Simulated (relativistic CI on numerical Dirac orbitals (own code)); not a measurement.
Calculated levels, Br⁷⁺

These numbers are calculated, not measured: Dirac-Coulomb-Breit CI, orbitals from a KLI potential per configuration, model QED, unscaled Slater integrals (own radial code, finite nucleus).

Configuration list (outside the closed core [Ne] 3p6): 3s2.3d10, 3s2.3d9.4s, 3s2.3d9.4p, 3s2.3d8.4s2, 3s2.3d9.4d, 3s2.3d8.4s.4p, 3s2.3d9.5s, 3s2.3d8.4p2, 3s2.3d9.5p, 3s2.3d9.4f, 3s2.3d8.4s.4d, 3s2.3d9.5d, 3s2.3d8.4p.4d, 3s2.3d9.6s, 3s2.3d9.5f, 3s2.3d9.6p, 3s2.3d9.5g, 3s2.3d9.6d, 3s2.3d9.6f, 3s2.3d8.4d2, 3s.3d10.4s, 3s.3d10.4p, 3s.3d10.4d, 3s.3d10.5s, 3s.3d10.5p, 3s.3d10.4f, 3s.3d10.5d, 3s.3d10.6s, 3s.3d10.5f, 3s.3d10.6p, 3s.3d10.5g, 3s.3d10.6d, 3s.3d10.6f. Levels of other configurations are missing.

```csv
No.,Configuration,Term,J,E (cm⁻¹),%,Next component (%),Lifetime (s),jj configuration (%)
1,3s2.3d10,1S,0,0,100,,,closed (100)
2,3s2.3d9.4s,3D,3,554842,100,,,3d5/2^5 4s (100)
3,3s2.3d9.4s,3D,2,557609,76,24 1D,8.77e-06,3d5/2^5 4s (86)
4,3s2.3d9.4s,3D,1,563313,100,,1.75e-01,3d3/2^3 3d5/2^6 4s (100)
5,3s2.3d9.4s,1D,2,567272,76,24 3D,2.63e-06,3d3/2^3 3d5/2^6 4s (86)
6,3s2.3d9.4p,3P°,2,687117,92,6 3D°,3.15e-10,3d5/2^5 4p1/2 (74)
7,3s2.3d9.4p,3F°,3,692488,63,30 1F°,3.01e-10,3d5/2^5 4p1/2 (94)
8,3s2.3d9.4p,3P°,1,695637,94,5 3D°,2.61e-10,3d5/2^5 4p3/2 (44)
9,3s2.3d9.4p,3F°,4,698280,100,,2.51e-10,3d5/2^5 4p3/2 (100)
10,3s2.3d9.4p,3F°,2,698501,93,5 3D°,2.94e-10,3d3/2^3 3d5/2^6 4p1/2 (81)
11,3s2.3d9.4p,3P°,0,700731,100,,2.76e-10,3d3/2^3 3d5/2^6 4p3/2 (100)
12,3s2.3d9.4p,1D°,2,706553,65,29 3D°,2.44e-10,3d5/2^5 4p3/2 (66)
13,3s2.3d9.4p,3D°,3,707068,47,47 1F°,2.38e-10,3d5/2^5 4p3/2 (81)
14,3s2.3d9.4p,1P°,1,710464,72,28 3D°,1.86e-11,3d3/2^3 3d5/2^6 4p1/2 (70)
15,3s2.3d9.4p,3D°,3,710475,46,31 3F°,2.38e-10,3d3/2^3 3d5/2^6 4p3/2 (79)
16,3s2.3d9.4p,3D°,1,714303,67,28 1P°,4.30e-11,3d3/2^3 3d5/2^6 4p3/2 (68)
17,3s2.3d9.4p,3D°,2,715766,60,34 1D°,2.27e-10,3d3/2^3 3d5/2^6 4p3/2 (91)
18,3s2.3d9.4d,3S,1,899596,92,7 3P,5.60e-11,3d5/2^5 4d3/2 (50)
19,3s2.3d9.4d,3G,5,909093,100,,5.52e-11,3d5/2^5 4d5/2 (100)
20,3s2.3d9.4d,3G,4,909256,64,35 1G,5.21e-11,3d5/2^5 4d3/2 (94)
21,3s2.3d9.4d,3P,2,909943,75,24 3D,5.18e-11,3d5/2^5 4d3/2 (63)
22,3s2.3d9.4d,1P,1,910021,52,29 3P,5.67e-11,3d5/2^5 4d5/2 (56)
23,3s2.3d9.4d,3D,3,912821,78,15 3F,5.35e-11,3d5/2^5 4d3/2 (53)
24,3s2.3d9.4d,3G,3,913963,58,22 1F,5.32e-11,3d5/2^5 4d5/2 (45)
25,3s2.3d9.4d,3P,0,913997,100,,5.17e-11,3d3/2^3 3d5/2^6 4d3/2 (56)
26,3s2.3d9.4d,3D,2,915395,48,22 1D,5.38e-11,3d5/2^5 4d5/2 (48)
27,3s2.3d9.4d,3F,4,915591,53,35 1G,5.52e-11,3d5/2^5 4d5/2 (83)
28,3s2.3d9.4d,3P,1,915753,53,38 1P,5.59e-11,3d3/2^3 3d5/2^6 4d5/2 (58)
29,3s2.3d9.4d,1F,3,918988,40,35 3G,5.21e-11,3d3/2^3 3d5/2^6 4d3/2 (62)
30,3s2.3d9.4d,3D,1,919554,81,11 3P,5.34e-11,3d3/2^3 3d5/2^6 4d3/2 (69)
31,3s2.3d9.4d,3F,4,920515,46,30 1G,5.51e-11,3d3/2^3 3d5/2^6 4d5/2 (82)
32,3s2.3d9.4d,3F,2,923136,40,28 3D,5.48e-11,3d3/2^3 3d5/2^6 4d5/2 (81)
33,3s2.3d9.4d,3F,3,924892,52,38 1F,5.48e-11,3d3/2^3 3d5/2^6 4d5/2 (91)
34,3s2.3d9.4d,1D,2,925116,52,46 3F,5.17e-11,3d3/2^3 3d5/2^6 4d3/2 (93)
35,3s2.3d9.4d,1S,0,993649,91,7 3s2.3d9.5d 1S,2.48e-11,3d5/2^5 4d5/2 (51)
36,3s2.3d9.5s,3D,3,1027178,100,,3.66e-11,3d5/2^5 5s (100)
37,3s2.3d9.5s,3D,2,1028319,52,48 1D,3.66e-11,3d5/2^5 5s (98)
38,3s2.3d9.5s,3D,1,1035686,100,,3.66e-11,3d3/2^3 3d5/2^6 5s (100)
39,3s2.3d9.5s,1D,2,1036650,52,47 3D,3.66e-11,3d3/2^3 3d5/2^6 5s (98)
40,3s2.3d9.5p,3P°,2,1079958,89,9 3D°,9.58e-11,3d5/2^5 5p1/2 (76)
41,3s2.3d9.5p,3F°,3,1081911,56,36 1F°,9.42e-11,3d5/2^5 5p1/2 (95)
42,3s2.3d9.5p,3F°,4,1084051,99,1 3s2.3d9.4f 3F°,1.01e-10,3d5/2^5 5p3/2 (99)
43,3s2.3d9.5p,3P°,1,1084749,65,17 1P°,8.04e-11,3d5/2^5 5p3/2 (70)
44,3s2.3d9.4f,3P°,0,1086010,96,4 3s2.3d9.5p 3P°,5.95e-11,3d5/2^5 4f5/2 (96)
45,3s2.3d9.5p,1D°,2,1086398,38,27 3D°,9.90e-11,3d5/2^5 5p3/2 (68)
```

Energies count from the lowest computed level; ° marks odd parity; lifetimes are radiative, by E1, M1, E2 decay to levels of this space only; some are left blank where a channel outside the calculation adds to the decay or the decay crosses a small, uncertain gap. Filled j subshells are mostly left out of the jj labels.

The mean weight of the leading LS term, summed over parents, in these 45 levels is 73 %, and that of the leading jj configuration (from the same eigenvectors) 79 %.

At this charge configurations can still be misplaced by up to about 7 % of their energy.

LS names give the leading component of a level, which can be under half, so a name can repeat, a term be missing and a line seem to break the LS rules.
